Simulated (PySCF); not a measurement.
C₄H₈SSi₂.
Geometry (GFN2-xTB, Å), atoms numbered from 1 in this order:
```
atom  x, y, z in Å
C1    -1.865    1.735    0.124
C2    -2.304    0.533    0.462
Si3   -1.187   -0.940    0.818
S4    -1.872   -2.644   -0.340
C5     0.542   -0.537    0.303
C6     1.665   -0.276   -0.070
Si7    3.382    0.113   -0.644
H8    -0.811    1.944    0.026
H9    -2.531    2.561   -0.071
H10   -3.373    0.373    0.544
H11   -1.262   -1.422    2.192
H12   -1.772   -2.067   -1.528
H13    3.850    1.282    0.105
H14    4.224   -1.055   -0.384
H15    3.312    0.408   -2.077
```

Computed with TDDFT CAM-B3LYP/def2-SVPD, vertical, gas phase, core orbitals frozen in the response in PySCF. GFN2-xTB frequencies show an imaginary mode (26i cm⁻¹), so this geometry is no minimum at that level.

Ground-to-excited transition dipoles (e·a0, same axes as the geometry; the sign carries no meaning), for the states with f of 0.002 or more among the lowest 7:

| state | E (hartree) | μx | μy | μz |
| --- | --- | --- | --- | --- |
| S1 | 0.2055 | -0.171 | 0.003 | 0.005 |
| S2 | 0.2080 | 0.489 | -0.025 | 0.012 |
| S3 | 0.2139 | -0.054 | 0.011 | -0.141 |
| S4 | 0.2183 | 0.142 | -0.386 | -0.075 |
| S5 | 0.2289 | -0.219 | 0.123 | 0.027 |
| S6 | 0.2417 | -0.201 | -0.287 | -0.030 |
| S7 | 0.2448 | 0.182 | 0.024 | -0.089 |

Work out the oscillator strengths.

f = (2/3) ΔE |μ|² with ΔE in hartree (27.2114 eV).

```
state  |μ|² (au)  |μ| (D)      f
   S1      0.029     0.43  0.004
   S2      0.240     1.25  0.033
   S3      0.023     0.39  0.003
   S4      0.175     1.06  0.025
   S5      0.064     0.64  0.010
   S6      0.124     0.89  0.020
   S7      0.041     0.52  0.007
```

What angle do the transition dipoles of S2 and S4 make?

|cos θ| = |μa·μb| / (|μa| |μb|) = 0.38, so θ ≈ 68° (taken between 0 and 90°, since the signs are arbitrary).

One conformer stands for the species.
